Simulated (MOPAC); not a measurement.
Input for MOPAC: PM6 on MgO+, 2S+1 = 2, a spin state set in the input, which need not be the lowest, a point of a bond scan (R = 1.739 Å). Charge +1.

```
PM6 1SCF PRECISE CHARGE=1 UHF MS=0.5 THREADS=1
MgO

O      0.00000000 1     0.00000000 1     0.00000000 1
Mg     0.00000000 1     0.00000000 1     1.73853300 1
```

Program output:

```
*******************************************************************************
 **                                                                           **
 **                              MOPAC v23.2.5                                **
 **                                                                           **
 *******************************************************************************
 ** MOPAC's Digital Object Identifier: https://doi.org/10.5281/zenodo.6511958 **
 **                                                                           **
 ** Please cite the open-source release paper for use of this MOPAC version:  **
 ** J. E. Moussa and J. J. P. Stewart (2026)                                  **
 ** MOPAC: An open-source semiempirical molecular orbital program             **
 ** J. Open Source Softw., 11(119), 8025, https://doi.org/10.21105/joss.08025 **
 *******************************************************************************

                              PM6 CALCULATION RESULTS

 *******************************************************************************
 *  PM6        - The PM6 Hamiltonian to be used
 *  UHF        - UNRESTRICTED HARTREE-FOCK CALCULATION
 *
 *
 *
 *                 CHARGE ON SYSTEM = +1
 *
 *
 *
 *  MS=        - IN MECI, MAGNETIC COMPONENT OF SPIN =  0.5
 *  PRECISE    - TIGHTER CRITERIA TO BE USED
 *  1SCF       - DO 1 SCF AND THEN STOP
 *  THREADS=1  - MULTI-THREADING NOT USED
 *  T=         - A TIME OF 172800.0 SECONDS REQUESTED
 *  DUMP=N     - RESTART FILE WRITTEN EVERY 7200.0 SECONDS REQUESTED
 *******************************************************************************
PM6 1SCF PRECISE CHARGE=1 UHF MS=0.5 THREADS=1
 MgO

   ATOM   CHEMICAL          X               Y               Z
  NUMBER   SYMBOL      (ANGSTROMS)     (ANGSTROMS)     (ANGSTROMS)

     1       O          0.00000000  *   0.00000000  *   0.00000000  *
     2      Mg          0.00000000  *   0.00000000  *   1.73853300  *



          CARTESIAN COORDINATES

    NO.       ATOM           X           Y           Z

     1         O          0.0000      0.0000      0.0000
     2        Mg          0.0000      0.0000      1.7385

 General Reference for PM6:
 "Optimization of Parameters for Semiempirical Methods V: Modification of NDDO Approximations
 and Application to 70 Elements", J. J. P. Stewart, J. Mol. Mod., 13, 1173-1213 (2007)
 URL: https://link.springer.com/article/10.1007/s00894-007-0233-4

           Empirical Formula: O Mg  =     2 atoms



      MOLECULAR POINT GROUP   :   C*v


          UHF CALCULATION, NO. OF ALPHA ELECTRONS =    4
                           NO. OF BETA  ELECTRONS =    3

 -------------------------------------------------------------------------------
 PM6 1SCF PRECISE CHARGE=1 UHF MS=0.5 THREADS=1
 MgO



     1SCF WAS SPECIFIED, SO BFGS WAS NOT USED
     SCF FIELD WAS ACHIEVED


                              PM6 CALCULATION
                                                       MOPAC v23.2.5 Linux




          FINAL HEAT OF FORMATION =        226.43323 KCAL/MOL =     947.39661 KJ/MOL


          COSMO AREA              =         64.83 SQUARE ANGSTROMS
          COSMO VOLUME            =         46.65 CUBIC ANGSTROMS

          IONIZATION POTENTIAL    =         15.217582 EV
          ALPHA SOMO LUMO (EV)    =        -17.355 -7.864
          BETA  SOMO LUMO (EV)    =        -15.218 -7.604
          NO. OF ALPHA ELECTRONS  =          4
          NO. OF BETA  ELECTRONS  =          3
          MOLECULAR WEIGHT        =         40.3044         POINT GROUP:  C*v

          MOLECULAR DIMENSIONS (Angstroms)

            Atom       Atom       Distance
           Mg     2    O     1     1.73853
           Mg     2    O     1     0.00000
            O     1   Mg     2     0.00000


          SCF CALCULATIONS        =          1





   ATOM   CHEMICAL          X               Y               Z
  NUMBER   SYMBOL      (ANGSTROMS)     (ANGSTROMS)     (ANGSTROMS)

     1       O          0.00000000  *   0.00000000  *   0.00000000  *
     2      Mg          0.00000000  *   0.00000000  *   1.73853300  *

                             CARTESIAN COORDINATES

   1    O        0.000000000     0.000000000     0.000000000
   2   Mg        0.000000000     0.000000000     1.738533000


           Empirical Formula: O Mg  =     2 atoms



      MOLECULAR POINT GROUP   :   C*v


          ALPHA EIGENVALUES
 -35.18167 -20.49371 -19.51242 -17.35475  -7.86435  -3.07546  -2.96165  -1.87104


           BETA EIGENVALUES
 -29.51289 -16.91096 -15.21758  -7.60404  -6.80468  -3.19189  -2.81137  -1.20919


              NET ATOMIC CHARGES AND DIPOLE CONTRIBUTIONS

  ATOM NO.   TYPE          CHARGE      No. of ELECS.   s-Pop       p-Pop
    1          O          -0.247898        6.2479     1.90770     4.34020
    2         Mg           1.247898        0.7521     0.57183     0.18027
 DIPOLE           X         Y         Z       TOTAL
 POINT-CHG.     0.000     0.000     5.385     5.385
 HYBRID        -0.000    -0.000     1.638     1.638
 SUM           -0.000    -0.000     7.023     7.023


          ATOMIC ORBITAL ELECTRON POPULATIONS

     Atom    s        px        py        pz
    1  O   1.90770   1.94024   0.98910   1.41086
    2 Mg   0.57183   0.05976   0.01090   0.10962


                    (SZ)    =    0.500000
                    (S**2)  =    0.822127


          ATOMIC ORBITAL SPIN POPULATIONS

    Atom   Total    s     px     py     pz
         Atomic
    1  O  1.2421  0.015  0.018  0.989  0.220
    2 Mg -0.2421 -0.226 -0.018  0.011 -0.009

 **********************
 *                    *
 * JOB ENDED NORMALLY *
 *                    *
 **********************




 == MOPAC DONE ==
```

The run finished.

Cost: around 0.020 core-seconds (rough).
